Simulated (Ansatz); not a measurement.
A nudged elastic band was laid between two geometries of C3H9BOSi (15 atoms, charge 0, multiplicity 1).

Theory: Ansatz 0.2.0, RHF/def2-SVP.

```json
{
 "movable images": "5",
 "climbing image": "yes",
 "spring": "5.0 eV/Å²",
 "optimiser": "quadratic models (default)",
 "start path": "through a guess of the saddle point",
 "force threshold": "0.05 eV/Å",
 "iteration limit": "60",
 "end points": "relaxed"
}
```

Initial state:

```xyz
15
Properties=species:S:1:pos:R:3
B 1.300 -1.080 -1.531
O 1.236 -0.568 -0.295
C 0.072 -0.036 0.290
C -0.873 -1.120 0.761
C -0.560 1.163 -0.452
Si 0.227 1.600 1.178
H 0.343 -1.080 -2.261
H 2.354 -1.533 -1.884
H -0.357 -1.803 1.438
H -1.257 -1.695 -0.086
H -1.726 -0.696 1.292
H -0.043 1.476 -1.354
H -1.638 1.132 -0.588
H 1.512 2.313 1.165
H -0.613 1.874 2.357
```

Final state:

```xyz
15
Properties=species:S:1:pos:R:3
B 1.593 -1.055 -1.280
O 0.393 -0.471 -1.224
C -0.233 -0.018 -0.050
C -1.030 -1.121 0.612
C -0.959 1.324 -0.255
Si 0.491 1.425 0.904
H 1.968 -1.453 -2.348
H 2.273 -1.169 -0.292
H -0.380 -1.942 0.920
H -1.775 -1.512 -0.086
H -1.550 -0.755 1.498
H -0.835 1.738 -1.252
H -1.986 1.379 0.095
H 1.732 2.057 0.431
H 0.276 1.522 2.357
```

Problem. Which bonds break or form, and what moves?

Solution. No bond is made or broken. The dihedral B1–O2–C3–C4 goes from 77 to -87°.

Problem. What energy profile does the band end with?

Solution. The forces met the threshold. The highest image is number 3 of 0 to 6, 0.56 eV above the first end and 0.62 eV above the last; the last end lies 0.07 eV below the first. A vibrational analysis at the climbing image gives 2 clearly imaginary modes (415i, 118i cm⁻¹): a point of higher order, so a lower path passes nearby.

```csv
image,path coordinate (Å),energy (eV),dihedral B1–O2–C3–C4 (°)
0,0.00,0.00,77
1,0.72,0.04,56
2,1.45,0.27,41
3,2.17,0.56,-3
4,2.98,0.21,-49
5,3.79,-0.03,-65
6,4.60,-0.07,-87
```

Problem. What is the geometry of the highest image?

Solution. 
```xyz
15
Properties=species:S:1:pos:R:3
B 1.467 -1.327 -1.447
O 0.925 -0.288 -0.798
C -0.053 0.096 0.115
C -0.924 -1.056 0.564
C -0.778 1.394 -0.295
Si 0.317 1.581 1.200
H 1.019 -1.685 -2.510
H 2.438 -1.885 -0.993
H -0.324 -1.836 1.036
H -1.455 -1.488 -0.289
H -1.668 -0.723 1.289
H -0.437 1.813 -1.236
H -1.861 1.388 -0.206
H 1.604 2.278 1.061
H -0.290 1.687 2.538
```

Time of the run: 3.2 min on 2 threads of Arm Neoverse V1, with other jobs on the host, peak memory 0.35 GiB.
